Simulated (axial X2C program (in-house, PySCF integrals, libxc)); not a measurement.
## Worked dissociation energy of CoSb: BHandHLYP, without spin–orbit coupling

All values were computed with an in-house all-electron X2C program for linear molecules (integrals from PySCF). Spin-free means the one-electron spin-free X2C Hamiltonian. Basis: Sb dyall-cv3z [11s12p8d4f1g], Co dyall-cv3z [9s10p6d3f2g] (cores contracted in-house); Gaussian nuclei, density fitting, unrestricted open shells. Masses: Sb 120.904 u, Co 58.933 u.

Molecular state: M_S = 2, Λ = 2 (beyond evenly filled blocks: σα, π+α, π-α, δ+α, δ+β, δ-α).

```
E(Sb) (2M_S = 3, M_L = 0) : -6480.802333 hartree
E(Co) (2M_S = 3, M_L = 2) : -1393.246044 hartree
E(CoSb) at Re             : -7874.073541 hartree
ωe                        : 219.9 cm⁻¹
ωexe                      : 0.619 cm⁻¹
```

(1) Work out De and D0.

Occupations by symmetry block were frozen at the best pattern of an incomplete PBE0 search. De is counted from the lowest determinant-based energies of the atoms at the same level, without counterpoise correction. Other states lie close and PBE0, whose exact exchange favours high spin, may order them wrongly; the determinant shown need not be the ground state. The nearest other spin-free determinant of the search, M_S = 2, Λ = 3, lies 0.29 eV up at the distance of the search. The functionals have no current-density term, which raises determinants with orbital currents, atoms included.

Each atomic determinant is the lowest at this level and need not be a pure term. Totals compare only within one Hamiltonian and basis.

Results:

(1) De = -6480.802333 + (-1393.246044) − (-7874.073541) = 0.02516 hartree = 0.685 eV. The zero-point energy is ωe/2 − ωexe/4 = 110 cm⁻¹ = 0.014 eV, so D0 = 0.671 eV.
